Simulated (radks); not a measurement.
The selenium anion Se2-, [Kr], held by a Watson sphere: a shell of charge +2 at radius R that stands for the Madelung well of a crystal (potential energy -2/R inside, -2/r outside, in hartree with lengths in bohr). All-electron calculation, scalar-relativistic Kohn-Sham, LDA (Slater exchange, VWN5 correlation), spin-polarised, spherical densities, point nucleus. Program: a radial shooting solver on a logarithmic mesh with Libxc functionals. Response by self-consistent Sternheimer equations with the Hartree and adiabatic LDA kernel, the relativistic mass of each level held fixed and spin-orbit coupling left out. The sphere does not respond.

| R (bohr) | e(3d) (eV) | e(4s) (eV) | e(4p) (eV) | <r> 4p (bohr) | sum of <r^2> (bohr^2) | X-ray form factor at sin(theta)/lambda = 0.1 1/angstrom | alpha (bohr^3) |
|---|---|---|---|---|---|---|---|
| 2.13 | -52.046 | -18.715 | -8.145 | 2.261 | 51.96 | 32.767 | 28.95 |
| 2.17 | -51.951 | -18.594 | -8.077 | 2.272 | 52.35 | 32.748 | 29.55 |
| 2.27 | -51.740 | -18.298 | -7.903 | 2.299 | 53.35 | 32.702 | 31.16 |
| 2.83 | -50.934 | -16.837 | -6.876 | 2.445 | 58.89 | 32.467 | 42.38 |
| 2.93 | -50.819 | -16.610 | -6.693 | 2.469 | 59.85 | 32.429 | 44.80 |
| 4.1 | -49.615 | -14.556 | -4.788 | 2.710 | 70.44 | 32.089 | 83.97 |
| 4.44 | -49.301 | -14.118 | -4.335 | 2.767 | 73.32 | 32.020 | 99.80 |
| 5.16 | -48.700 | -13.351 | -3.515 | 2.875 | 79.27 | 31.907 | 142.4 |
| 5.25 | -48.632 | -13.268 | -3.425 | 2.888 | 80.01 | 31.896 | 148.7 |
